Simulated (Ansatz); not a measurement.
`[F][Ga]([F])[SeH]` + H₂ → `[F][GaH][F]` + H₂Se at 600 K and 1 bar (hydrogenolysis of a Ga–Se bond).

Gas-phase electronic energies from Ansatz, PBE0-D4/def2-TZVP geometries. CCSD(T)/CBS is the MP2 limit (def2-TZVPP, def2-QZVPP) plus CCSD(T) − MP2 in def2-TZVPP, frozen cores. This one scheme is used for every species. For Ga, Se outer-core shells are correlated without core-valence functions, which leaves a few kJ/mol of doubt a bond. Scalar relativity is left out up to krypton. One conformer a species, not always the lowest.

```csv
species,CCSD(T)/CBS energy (Eh),H − E (kJ/mol),S (J/(mol·K))
`[F][Ga]([F])[SeH]`,-4524.95394,78.3,404.3
H₂,-1.17544,43.9,150.8
`[F][GaH][F]`,-2124.20216,61.3,323.0
H₂Se,-2401.89790,57.0,244.8
```

H − E and S are ideal-gas, rigid-rotor, harmonic terms from PBE0-D4/def2-TZVP, for one conformer and one mirror image of each species. The MP2-based limit puts H₂ 0.8 mEh under its directly extrapolated value; such offsets cancel only in part. 1 Eh = 2625.50 kJ/mol, R = 8.31446 J/(mol·K).

Task: By hand: ΔE, ΔH, ΔS and ΔG.

Result: ΔE = (-2124.20216) + (-2401.89790) − (-4524.95394) − (-1.17544) = 0.02932 Eh = 77.0 kJ/mol. Δ(H − E) = 61.3 + 57.0 − 78.3 − 43.9 = -3.9, so ΔH = 73.1 kJ/mol. ΔS = 323.0 + 244.8 − 404.3 − 150.8 = 12.7 J/(mol·K). ΔG = 73.1 − 600 × (12.7)/1000 = 65.5 kJ/mol.

Task: By hand: the equilibrium constant, and the temperature at which ΔG would vanish if ΔH and ΔS stayed fixed.

Result: log₁₀ K = −ΔG/(RT ln 10) = -5.7. ΔG = 0 at ΔH/ΔS = 5756 K, far beyond where these terms or the molecules hold.

The number of gas molecules stays the same, so ΔS is small and ΔH decides. A doubt of 5 kJ/mol in ΔE shifts log₁₀ K by 0.4 here. Other conformers and mirror images would add mixing entropy, several J/(mol·K) or more a flexible species. These are equilibria of isolated gas molecules and say nothing of rates. Largest T1 diagnostic: 0.015 (customary marks: 0.02 for closed shells, 0.045 for open ones).
